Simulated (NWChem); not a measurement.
System: MgSiNH$_{5}$; SMILES [SiH3][Mg][NH2]

NWChem input:

```
start job
memory heap 200 mb stack 900 mb global 1100 mb
geometry units angstroms noautoz
  Mg    -0.191720     0.705903    -0.000533
  N     -0.211025     2.599076    -0.001396
  H     -0.241654     3.206846     0.812843
  H     -0.191250     3.206826    -0.815981
  Si    -0.168495    -1.868751     0.000556
  H     -0.495655    -2.452958    -1.345215
  H     -1.164607    -2.461953     0.957024
  H      1.164996    -2.445432     0.384819
end
basis spherical
  Mg library def2-svp
  N library def2-svp
  H library def2-svp
  Si library def2-svp
end
dft
  xc xwpbe 1.00 cpbe96 1.0 hfexch 1.00
  cam 0.6 cam_alpha 0.0 cam_beta 1.0
  iterations 150
  vectors input atomic output neutral.movecs
end
task dft energy
charge 1
dft
  odft
  mult 2
  vectors input atomic output cation.movecs
end
task dft energy
```

Parts of the log:

```
             Northwest Computational Chemistry Package (NWChem) 7.3.0
             --------------------------------------------------------

 C1  symmetry detected

                             Geometry "geometry" -> ""
                             -------------------------

 Output coordinates in angstroms (scale by  1.889725989 to convert to a.u.)

  No.       Tag          Charge          X              Y              Z
 ---- ---------------- ---------- -------------- -------------- --------------
    1 Mg                  12.0000     0.00011819    -0.71763155     0.00093961
    2 N                    7.0000     0.00006372    -2.61090255    -0.00059518
    3 H                    1.0000     0.81492811    -3.21860602    -0.00018818
    4 H                    1.0000    -0.81467555    -3.21876744    -0.00044109
    5 Si                  14.0000     0.00020182     1.85712726    -0.00000333
    6 H                    1.0000    -1.33481277     2.43769649    -0.37431132
    7 H                    1.0000     0.98710779     2.44133664    -0.97143257
    8 H                    1.0000     0.34276250     2.44645511     1.33931073

 Effective nuclear repulsion energy (a.u.)     108.5699785558

  pbe96 is a nonlocal functional; adding pw91lda local functional.

                                 NWChem DFT Module
                                 -----------------

 Summary of "ao basis" -> "ao basis" (spherical)
 ------------------------------------------------------------------------------
       Tag                 Description            Shells   Functions and Types
 ---------------- ------------------------------  ------  ---------------------
 Mg                         def2-svp                 8       18   4s3p1d
 N                          def2-svp                 6       14   3s2p1d
 H                          def2-svp                 3        5   2s1p
 Si                         def2-svp                 8       18   4s3p1d

            General Information
            -------------------
          SCF calculation type: DFT
          Wavefunction type:  closed shell.
          No. of atoms     :     8
          No. of electrons :    38
           Alpha electrons :    19
            Beta electrons :    19
          Charge           :     0
          Spin multiplicity:     1
          Use of symmetry is: off; symmetry adaption is: off
          Maximum number of iterations: 150
          AO basis - number of functions:    75
                     number of shells:    37
          Convergence on energy requested:  1.00D-06
          Convergence on density requested:  1.00D-05
          Convergence on gradient requested:  5.00D-04

              XC Information
              --------------
                     Hartree-Fock (Exact) Exchange  1.000
                     LC-wPBE(h)Exchange Functional  1.000
            Perdew 1991 LDA Correlation Functional  1.000 local
           PerdewBurkeErnz. Correlation Functional  1.000 non-local

           Range-Separation Parameters
           ---------------------------
           Alpha           :  0.00
           Beta            :  1.00
           Gamma           :  0.60
           Short-Range HF  :     F

             Grid Information
             ----------------
          Grid used for XC integration:  medium
          Radial quadrature: Mura-Knowles
          Angular quadrature: Lebedev.
          Tag              B.-S. Rad. Rad. Pts. Rad. Cut. Ang. Pts.
          ---              ---------- --------- --------- ---------
          Mg                  1.50       88          10.0       590
          N                   0.65       49          13.0       434
          H                   0.35       45          14.0       434
          Si                  1.10       88          12.0       590
          Grid pruning is: on
          Number of quadrature shells:   450
          Spatial weights used:  Erf1

      Superposition of Atomic Density Guess
      -------------------------------------

 Sum of atomic energies:        -545.01393167

      Non-variational initial energy
      ------------------------------

 Total energy =    -545.715337
 1-e energy   =    -971.489311
 2-e energy   =     317.203996
 HOMO         =      -0.299555
 LUMO         =      -0.036117

   convergence    iter        energy       DeltaE   RMS-Dens  Diis-err
 ---------------- ----- ----------------- --------- --------- ---------
 d= 0,ls=0.0,diis     1   -546.8679713865 -6.55D+02  1.11D-02  5.92D-01
 d= 0,ls=0.0,diis     2   -546.9216691672 -5.37D-02  4.17D-03  3.01D-01
 d= 0,ls=0.0,diis     3   -546.9554056793 -3.37D-02  1.18D-03  6.28D-03
 d= 0,ls=0.0,diis     4   -546.9569011487 -1.50D-03  3.74D-04  2.18D-04
 d= 0,ls=0.0,diis     5   -546.9570149761 -1.14D-04  1.14D-04  1.81D-05
  Resetting Diis
 d= 0,ls=0.0,diis     6   -546.9570239474 -8.97D-06  3.92D-05  9.93D-07
 d= 0,ls=0.0,diis     7   -546.9570245953 -6.48D-07  4.73D-06  2.39D-08

         Total DFT energy =     -546.957024595307
      One electron energy =     -974.514984877162
           Coulomb energy =      364.989016766813
    Exchange-Corr. energy =      -46.001035040728
 Nuclear repulsion energy =      108.569978555770

 Numeric. integr. density =       37.999991038197

                       DFT Final Molecular Orbital Analysis
                       ------------------------------------

 Vector   17  Occ=2.000000D+00  E=-4.678690D-01
              MO Center= -1.4D-02,  2.2D+00,  4.7D-01, r^2= 2.2D+00
   Bfn.  Coefficient  Atom+Function         Bfn.  Coefficient  Atom+Function
  ----- ------------  ---------------      ----- ------------  ---------------
    71      0.361227  8 H  s                 52      0.270932  5 Si pz
    61     -0.224563  6 H  s                 55      0.213193  5 Si pz
    72      0.208976  8 H  s                 49     -0.156675  5 Si pz
    66     -0.136446  7 H  s                 62     -0.130290  6 H  s
    50      0.111803  5 Si px                53      0.087858  5 Si px

 Vector   18  Occ=2.000000D+00  E=-3.664240D-01
              MO Center=  5.3D-04,  1.0D+00,  1.0D-03, r^2= 2.8D+00
   Bfn.  Coefficient  Atom+Function         Bfn.  Coefficient  Atom+Function
  ----- ------------  ---------------      ----- ------------  ---------------
    54     -0.322988  5 Si py                 3      0.312344  1 Mg s
    51     -0.312160  5 Si py                 9      0.196439  1 Mg py
    48      0.176219  5 Si py                 2      0.166014  1 Mg s
    46      0.146222  5 Si s                  6      0.131271  1 Mg py
    61     -0.113827  6 H  s                 66     -0.113410  7 H  s

 Vector   19  Occ=2.000000D+00  E=-3.629899D-01
              MO Center=  2.2D-04, -2.5D+00, -6.9D-04, r^2= 1.1D+00
   Bfn.  Coefficient  Atom+Function         Bfn.  Coefficient  Atom+Function
  ----- ------------  ---------------      ----- ------------  ---------------
    24      0.552068  2 N  pz                27     -0.467919  2 N  pz
    13     -0.119949  1 Mg pz                15      0.103155  1 Mg d -1
    10     -0.070309  1 Mg pz                 7     -0.057748  1 Mg pz
    55     -0.027226  5 Si pz

 Vector   20  Occ=0.000000D+00  E= 3.954654D-02
              MO Center= -5.7D-03, -6.4D-01,  7.9D-03, r^2= 9.0D+00
   Bfn.  Coefficient  Atom+Function         Bfn.  Coefficient  Atom+Function
  ----- ------------  ---------------      ----- ------------  ---------------
     4      1.667391  1 Mg s                 46     -1.110430  5 Si s
    54      0.455202  5 Si py                21     -0.375508  2 N  s
    12      0.336405  1 Mg py                44     -0.135778  5 Si s
    45     -0.135210  5 Si s                 62      0.126464  6 H  s
    67      0.126999  7 H  s                 72      0.124685  8 H  s

 Vector   21  Occ=0.000000D+00  E= 4.410857D-02
              MO Center=  3.6D-02, -1.9D-01,  3.5D-02, r^2= 5.9D+00
   Bfn.  Coefficient  Atom+Function         Bfn.  Coefficient  Atom+Function
  ----- ------------  ---------------      ----- ------------  ---------------
    11      0.878883  1 Mg px                62      0.262939  6 H  s
    67     -0.195485  7 H  s                 53      0.155671  5 Si px
    14      0.134962  1 Mg d -2               5      0.131959  1 Mg px
     8      0.131440  1 Mg px                34     -0.118476  3 H  s
    39      0.116055  4 H  s                 61      0.099672  6 H  s

 Vector   22  Occ=0.000000D+00  E= 5.535804D-02
              MO Center= -3.7D-02, -7.8D-02, -4.6D-02, r^2= 5.8D+00
   Bfn.  Coefficient  Atom+Function         Bfn.  Coefficient  Atom+Function
  ----- ------------  ---------------      ----- ------------  ---------------
    13      0.824548  1 Mg pz                72     -0.302508  8 H  s
    67      0.216402  7 H  s                 15      0.212014  1 Mg d -1
    55      0.196400  5 Si pz                27     -0.145780  2 N  pz
    24      0.134805  2 N  pz                10      0.125160  1 Mg pz
     7      0.120964  1 Mg pz                71     -0.109543  8 H  s

     Multipole analysis of the density
     ---------------------------------

     L   x y z        total         alpha         beta         nuclear
     -   - - -        -----         -----         ----         -------
     0   0 0 0     -0.000000    -19.000000    -19.000000     38.000000

     1   1 0 0      0.000524      0.000262      0.000262      0.000000
     1   0 1 0     -0.685862     -0.342931     -0.342931     -0.000000
     1   0 0 1      0.002906      0.001453      0.001453      0.000000

     2   2 0 0    -21.829556    -18.416509    -18.416509     15.003462
     2   1 1 0      0.007796      0.009378      0.009378     -0.010961
     2   1 0 1      0.000384      0.000193      0.000193     -0.000002
     2   0 2 0    -30.397277   -266.583797   -266.583797    502.770317
     2   0 1 1      0.001625      0.005746      0.005746     -0.009866
     2   0 0 2    -24.720860    -17.498400    -17.498400     10.275940

                                 NWChem DFT Module
                                 -----------------

            General Information
            -------------------
          SCF calculation type: DFT
          Wavefunction type:  spin polarized.
          No. of atoms     :     8
          No. of electrons :    37
           Alpha electrons :    19
            Beta electrons :    18
          Charge           :     1
          Spin multiplicity:     2
          Use of symmetry is: off; symmetry adaption is: off
          Maximum number of iterations: 150
          This is a Direct SCF calculation.
          AO basis - number of functions:    75
                     number of shells:    37
          Convergence on energy requested:  1.00D-06
          Convergence on density requested:  1.00D-05
          Convergence on gradient requested:  5.00D-04

              XC Information
              --------------
                     Hartree-Fock (Exact) Exchange  1.000
                     LC-wPBE(h)Exchange Functional  1.000
            Perdew 1991 LDA Correlation Functional  1.000 local
           PerdewBurkeErnz. Correlation Functional  1.000 non-local

           Range-Separation Parameters
           ---------------------------
           Alpha           :  0.00
           Beta            :  1.00
           Gamma           :  0.60
           Short-Range HF  :     F

             Grid Information
             ----------------
          Grid used for XC integration:  medium
          Radial quadrature: Mura-Knowles
          Angular quadrature: Lebedev.
          Tag              B.-S. Rad. Rad. Pts. Rad. Cut. Ang. Pts.
          ---              ---------- --------- --------- ---------
          Mg                  1.50       88          10.0       590
          N                   0.65       49          13.0       434
          H                   0.35       45          14.0       434
          Si                  1.10       88          12.0       590
          Grid pruning is: on
          Number of quadrature shells:   450
          Spatial weights used:  Erf1

      Superposition of Atomic Density Guess
      -------------------------------------

 Sum of atomic energies:        -545.01393167

 Renormalizing density from      38.00 to     37

      Non-variational initial energy
      ------------------------------

 Total energy =    -536.625105
 1-e energy   =    -945.923803
 2-e energy   =     300.728719
 HOMO         =      -0.572491
 LUMO         =      -0.273106

[...]
```

Level: LC-wPBE (HJS exchange hole, range parameter 0.6 per bohr)/def2-SVP, vertical spin-unrestricted ions. Structure relaxed at the PBE0/def2-SVP level.
